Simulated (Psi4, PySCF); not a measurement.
Psi4 was given this input:
```
memory 2 GB

molecule {
0 1
  Pb    0.00765115   -0.01117216    0.46344358
  Cl    1.26191218    1.44651416   -1.10463352
  Cl   -1.29881774   -1.39262489   -1.13080023
}

set basis def2-tzvp
set scf_type pk
set puream true
set d_convergence 1e-8
set dft_radial_points 99
set dft_spherical_points 590

energy('pbe0')
print_variables()
```

Problem. Write the same job for PySCF.

Solution. One answer among several that fit: 
```python
from pyscf import gto, scf, dft

mol = gto.Mole()
mol.atom = '''
    Pb    0.007651   -0.011172    0.463444
    Cl    1.261912    1.446514   -1.104634
    Cl   -1.298818   -1.392625   -1.130800
'''
mol.basis = 'def2-tzvp'
mol.ecp = {'Pb': 'def2-tzvp'}
mol.charge = 0
mol.spin = 0
mol.verbose = 4
mol.build()

mf = dft.RKS(mol)
mf.xc = 'pbe0'
mf.grids.atom_grid = (99, 590)
mf.grids.prune = None
mf.kernel()
```

Both were run: Psi4 gave -1113.116094 Eh and PySCF -1113.116095 Eh, 0.001 mEh apart.
